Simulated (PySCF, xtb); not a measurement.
CH3FO3Si, SMILES O[Si@@H](F)OC=O. One conformer was computed; it need not be the lowest.

Harmonic wavenumbers (cm⁻¹) from GFN2-xTB in xtb at its own minimum, in rising order: 43, 140, 184, 210, 228, 348, 402, 649, 661, 681, 739, 808, 880, 948, 990, 1215, 1358, 1767, 2465, 2835, 3548.

### Question
What does PySCF 2.14.0 with PBE0-D3(BJ)/def2-SVP give at its own minimum? (The exact figures need the calculation; the answer reports its results.)

### Answer
49, 188, 203, 290, 310, 392, 553, 703, 746, 823, 862, 901, 966, 1019, 1063, 1279, 1404, 1846, 2387, 3088, 3765. Paired by order, the mean absolute difference is 90 cm⁻¹ and the zero-point energies are 30.2 and 32.6 kcal/mol.
